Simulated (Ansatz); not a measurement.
Basis-set extrapolation for C2H8BNSi, SMILES `C=NBC[SiH3]` (PBE0-D4/def2-TZVP geometry, frozen core, Ansatz). Multiplicity 1, RHF reference.

```csv
,def2-TZVPP,def2-QZVPP
HF,-448.539269,-448.555720
MP2 correlation,-0.763934,-0.814349
CCSD(T) correlation,-0.852871,not run
```

Energies in hartree. Use E(X) = E(∞) + A·exp(−7.88·√X) for Hartree–Fock and E(X) = E(∞) + B·X^(−2.97) for correlation, with X = 3 and 4, and add CCSD(T) minus MP2 of the smaller set to the MP2 limit.

**Question.** What is the CCSD(T) energy at the basis-set limit?

**Answer.** HF limit: -448.555720 + (-0.016451) × 0.13774 = -448.55799. MP2 limit: -0.814349 + (-0.050415) × 0.74074 = -0.85169. Higher-order term: -0.852871 − (-0.763934) = -0.08894. Total: -449.49862 hartree, 66.8 kcal/mol below CCSD(T)/def2-TZVPP.
